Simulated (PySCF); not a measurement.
# Ionisation energy of I by level of theory

I [Kr] 4d10 5s2 5p5 (2P) → I+ [Kr] 4d10 5s2 5p4 (3P), as a difference of total energies. Computed with PySCF 2.14 in aug-cc-pVTZ-DK3, with the spin-free X2C one-electron Hamiltonian (Gaussian nucleus). Correlated levels: valence: [Kr] 4d10 frozen. The calculations carry no spin-orbit coupling.

```csv
method,ionisation energy (eV),plus first-order spin-orbit estimate,error of that sum (eV)
UHF,9.547,9.509,-0.942
MP2 (valence),10.289,10.251,-0.200
SCS-MP2 (valence),10.291,10.253,-0.198
CCSD (valence),10.307,10.270,-0.181
CCSD(T) (valence),10.348,10.310,-0.141
```

Reference: 10.451 eV (measured; NIST Atomic Spectra Database, ionization energies).

A first-order spin-orbit estimate (lowest level to lowest level, LS coupling) adds -0.037 eV.

Errors of the correlated levels include the incompleteness of this basis and the frozen core.
